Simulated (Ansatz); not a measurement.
```yaml
crystal:
  periodic: [false, false, false]
  atoms:
    - {symbol: Al, position_ang: [-2.082712, 5.261294, -0.686231]}
    - {symbol: Al, position_ang: [5.646663, -2.562618, -0.640333]}
    - {symbol: Al, position_ang: [-4.446928, -0.225212, 0.557490]}
    - {symbol: P, position_ang: [-0.236928, -3.280740, -0.457114]}
    - {symbol: P, position_ang: [1.119906, 0.807276, 1.226187]}
basis:
  gaussian: {orbitals: def2-SVPD}
total_charge: 1
hamiltonian: {xc: {name: B97M-V}}
scf: {lower_state_search: full}
output: {forces: true}
```

```sh
$ ansatz run in.yaml --threads 4 --pin off --events-out ev --progress --plain --max-ram 4787MiB
```

Shortened log:

```
Functional definition: B97M-V
1153 factors; their error is unknown
mean field evaluation 1: about -38308.1497 eV, gradient 5.4e1 eV
mean field evaluation 2: about -38026.5607 eV, gradient 9.8e1 eV
mean field evaluation 4: about -38264.7924 eV, gradient 6.2e1 eV
mean field evaluation 8: about -38321.7215 eV, gradient 2.7e1 eV
mean field evaluation 16: about -38326.9051 eV, gradient 7.2e-2 eV
mean field evaluation 32: about -38326.9053 eV, gradient 1.6e-6 eV
mean field evaluation 64: about -38326.7380 eV, gradient 1.9e0 eV
mean field evaluation 96: about -38326.3079 eV, gradient 7.4e0 eV
mean field evaluation 128: about -38326.3996 eV, gradient 8.1e0 eV
mean field evaluation 160: about -38326.7839 eV, gradient 1.9e-2 eV
mean field evaluation 192: about -38317.6916 eV, gradient 1.8e1 eV
mean field -38326.90525297 eV, -1408.4877891371 hartree, gradient 1.6e-6 eV, S^2 0.000000; 11 other end points of the search recorded, 0 dependent functions left out
reference -38326.90539975 eV, -1408.4877945314 hartree; 34, 34 occupied and 86, 86 virtual orbitals, 1153 factors
Total energy: -38326.90539975 eV, -1408.4877945314 hartree
Atom 0 at    -2.082712     5.261294    -0.686231 Å, force     0.085871    -0.194050     0.082654 eV/Å
Atom 1 at     5.646663    -2.562618    -0.640333 Å, force    -0.305598     0.053010     0.058742 eV/Å
Atom 2 at    -4.446928    -0.225212     0.557490 Å, force     0.466511    -0.109407    -0.049230 eV/Å
Atom 3 at    -0.236928    -3.280740    -0.457114 Å, force     0.113185     0.738888     0.273841 eV/Å
Atom 4 at     1.119906     0.807276     1.226187 Å, force    -0.359969    -0.488441    -0.366006 eV/Å
Dipole moment:     0.021538     1.247278    -0.594376 e Å
```

In this input the geometry is stretched to more than twice its size. The run converged. The result belongs to that input, not to the species as meant.
